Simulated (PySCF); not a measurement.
# Circular dichroism: `CC[C@@]12C[C@@H]1C[C@@H]2O`, C₇H₁₂O

Geometry (Å), atoms numbered from 1 in this order:
```xyz
20

C     2.1692    0.4236    1.0403
C     0.7078    0.3249    1.4769
C    -0.1782   -0.1141    0.3468
C    -0.4037   -1.5478   -0.0322
C    -1.5750   -0.6928    0.3455
C    -1.9642    0.1617   -0.8531
C    -0.5396    0.7587   -0.8634
O     0.1609    0.5238   -2.0571
H     2.5052   -0.5256    0.6285
H     2.2908    1.1947    0.2819
H     2.8037    0.6779    1.8861
H     0.6184   -0.3917    2.2968
H     0.3725    1.2985    1.8468
H    -0.0894   -2.2857    0.6911
H    -0.2818   -1.8505   -1.0622
H    -2.2237   -0.9177    1.1752
H    -2.7349    0.8995   -0.6465
H    -2.2154   -0.3912   -1.7564
H    -0.5306    1.8302   -0.6176
H     1.1028    0.6343   -1.8900
```

Computed with TDDFT B3LYP/def2-SVPD circular dichroism and optical rotation, one conformer, gas phase (PySCF). Geometry: GFN2-xTB.

The molecule is flexible and this is one conformer; a measurement averages over conformers. States above about 7.1 eV (minus the energy of the highest occupied orbital) lie near or above the ionisation threshold and depend on the basis.

(1) What are the CIP labels of the stereocentres?

(2) List the lowest 8 singlet excitations with oscillator and rotatory strengths.

## Answers

(1) C3 R, C5 R, C7 S.

(2) Rotatory strengths R in 10⁻⁴⁰ esu² cm², velocity form and length form (origin at the centre of mass); f in length form.
| state | E (eV) | λ (nm) | f | R (velocity) | R (length) | main |
| --- | --- | --- | --- | --- | --- | --- |
| 1 | 6.36 | 195 | 0.007 | +8.2 | +8.2 | HOMO→LUMO 0.92 |
| 2 | 6.77 | 183 | 0.010 | -20.9 | -21.2 | HOMO−1→LUMO 0.78, HOMO→LUMO+1 0.12 |
| 3 | 6.92 | 179 | 0.024 | +3.1 | +3.2 | HOMO→LUMO+1 0.85, HOMO−1→LUMO 0.12 |
| 4 | 7.29 | 170 | 0.009 | -7.7 | -7.5 | HOMO→LUMO+2 0.74, HOMO−2→LUMO 0.14 |
| 5 | 7.33 | 169 | 0.028 | -0.6 | 0.0 | HOMO−1→LUMO+1 0.63, HOMO→LUMO+2 0.13 |
| 6 | 7.37 | 168 | 0.015 | -42.5 | -42.8 | HOMO→LUMO+3 0.83 |
| 7 | 7.42 | 167 | 0.003 | +3.4 | +3.5 | HOMO−2→LUMO 0.64, HOMO−1→LUMO+1 0.21 |
| 8 | 7.67 | 162 | 0.0003 | +1.0 | +1.2 | HOMO−3→LUMO 0.82, HOMO−1→LUMO+2 0.11 |

Among the states computed, the strongest CD band (largest |R|) is state 6. The largest dissymmetry factor in size, g = 4R/(D+G), with D and G the electric and magnetic dipole strengths, is +0.041 for state 8 (velocity form, f = 0.0003), among bands with |R| over 0.5. The mirror image has the same energies and oscillator strengths and all R with the opposite sign.
